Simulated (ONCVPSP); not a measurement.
Ir (Z = 77), ONCV: configuration errors across variants

Ir, optimised norm-conserving Vanderbilt (ONCV), made with ONCVPSP 4.0.1 (PBEsol, fully relativistic). Core [Kr] 4d10 4f14, reference 5s2 5p6 5d7 6s1.75 6p0.25. Waves: 5s+6s: rc 1.85 bohr, ncon 5, nbas 9, qcut 8.2 1/bohr, 3 projectors, debl 2.7 Ha; 5p+6p: rc 1.70 bohr, ncon 4, nbas 7, qcut 8.5 1/bohr, 2 projectors; 5d: rc 2.20 bohr, ncon 4, nbas 9, qcut 5.9 1/bohr, 1 projector. Local part: polynomial inside 1.70 bohr (lpopt 3, dvloc0 6 Ha). Core correction: polynomial model core, fcfact 0.35.

Open shells are filled in proportion to 2j + 1.

All-electron excitation energies from the reference (eV): (1) 5s2 5p6 5d7 6s2 6p0 -1.297; (2) 5s2 5p6 5d7 6s1 6p0 8.640; (3) 5s2 5p6 5d7 6s0 6p2 9.693.

A true bound ghost makes a file unfit for plane-wave use even where its test errors are small: the radial tests pick states by their node count and pass the ghost by.

Errors AE − PS in meV (a dash: test not solved or not reliable):

```tsv
change	(1)	(2)	(3)	bound ghosts	GHOST(+) flags above zero
base	-0.1	-0.2	-2.7	s	none
all radii but the core radius scaled by about 0.82 (s 1.52, p 1.40, d 1.80 bohr); local potential polynomial inside 1.40 bohr (lpopt 3, dvloc0 6 Ha)	-0.1	-0.2	-1.1	none	s
all radii but the core radius scaled by about 0.92 (s 1.70, p 1.56, d 2.02 bohr); local potential polynomial inside 1.56 bohr (lpopt 3, dvloc0 6 Ha)	0.0	-0.3	-1.8	none	s
all radii but the core radius scaled by about 1.12 (s 2.08, p 1.90, d 2.48 bohr); local potential polynomial inside 1.90 bohr (lpopt 3, dvloc0 6 Ha)	-0.1	-0.4	-5.6	none	none
all radii but the core radius scaled by about 1.22 (s 2.26, p 2.08, d 2.70 bohr); local potential polynomial inside 2.08 bohr (lpopt 3, dvloc0 6 Ha)	-0.1	-0.7	-9.3	none	none
```

Q: Give the same row for: all radii but the core radius scaled by about 1.30 (s 2.42, p 2.22, d 2.86 bohr); local potential polynomial inside 2.22 bohr (lpopt 3, dvloc0 6 Ha).

A: -0.2, -1.4, -13; bound ghosts: none; GHOST(+) flags above zero: none.
